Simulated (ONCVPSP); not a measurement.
**An all-electron radial function and its pseudo partner (ruthenium (Ru))**

Columns: radius, all-electron u(r) and pseudo u(r) of the 4s shell (level -76.37 eV) of ruthenium in the configuration [Ar] 3d10 4s2 4p6 4d7 5s1; PBE, scalar-relativistic, ONCV scheme, ONCVPSP 4.0.1.

```json
{"r (bohr)": "0.085", "all-electron": "0.3861", "pseudo": "0.0982"}
{"r (bohr)": "0.170", "all-electron": "-0.0027", "pseudo": "0.2021"}
{"r (bohr)": "0.255", "all-electron": "-0.5475", "pseudo": "0.3155"}
{"r (bohr)": "0.340", "all-electron": "-0.5930", "pseudo": "0.4391"}
{"r (bohr)": "0.425", "all-electron": "-0.2792", "pseudo": "0.5699"}
{"r (bohr)": "0.510", "all-electron": "0.1525", "pseudo": "0.7013"}
{"r (bohr)": "0.595", "all-electron": "0.5512", "pseudo": "0.8245"}
{"r (bohr)": "0.680", "all-electron": "0.8522", "pseudo": "0.9299"}
{"r (bohr)": "0.765", "all-electron": "1.0433", "pseudo": "1.0088"}
{"r (bohr)": "0.850", "all-electron": "1.1371", "pseudo": "1.0556"}
{"r (bohr)": "0.935", "all-electron": "1.1541", "pseudo": "1.0677"}
{"r (bohr)": "1.020", "all-electron": "1.1169", "pseudo": "1.0466"}
{"r (bohr)": "1.105", "all-electron": "1.0447", "pseudo": "0.9969"}
{"r (bohr)": "1.190", "all-electron": "0.9531", "pseudo": "0.9254"}
{"r (bohr)": "1.275", "all-electron": "0.8532", "pseudo": "0.8397"}
{"r (bohr)": "1.360", "all-electron": "0.7527", "pseudo": "0.7475"}
{"r (bohr)": "1.445", "all-electron": "0.6564", "pseudo": "0.6550"}
{"r (bohr)": "1.530", "all-electron": "0.5673", "pseudo": "0.5670"}
{"r (bohr)": "1.615", "all-electron": "0.4865", "pseudo": "0.4864"}
{"r (bohr)": "1.700", "all-electron": "0.4148", "pseudo": "0.4147"}
{"r (bohr)": "1.785", "all-electron": "0.3518", "pseudo": "0.3517"}
{"r (bohr)": "1.870", "all-electron": "0.2972", "pseudo": "0.2971"}
{"r (bohr)": "1.955", "all-electron": "0.2502", "pseudo": "0.2501"}
{"r (bohr)": "2.040", "all-electron": "0.2100", "pseudo": "0.2099"}
{"r (bohr)": "2.125", "all-electron": "0.1758", "pseudo": "0.1757"}
{"r (bohr)": "2.210", "all-electron": "0.1468", "pseudo": "0.1468"}
```

Task: How many radial nodes do the two functions have?

Result: The all-electron 4s function has n − l − 1 = 3 (the table is too coarse to show those close to the nucleus); the pseudo-wave has 0, since the states of the same l below it are removed with the core.

Task: At about which radius was the pseudo-wave matched?

Result: 1.65 bohr. The columns agree to 0.0005 from 1.53 bohr on; several derivatives are matched, so the curves merge somewhat inside the radius.

Task: Where does each function peak?

Result: Outermost all-electron maximum near 0.94 bohr, pseudo maximum near 0.94 bohr (to the table’s step).

Task: Is the pseudo-wave norm-conserving?

Result: Yes: the ONCV scheme keeps the norm inside the radius equal to the all-electron one, which fixes the energy derivative of the logarithmic derivative at the level.
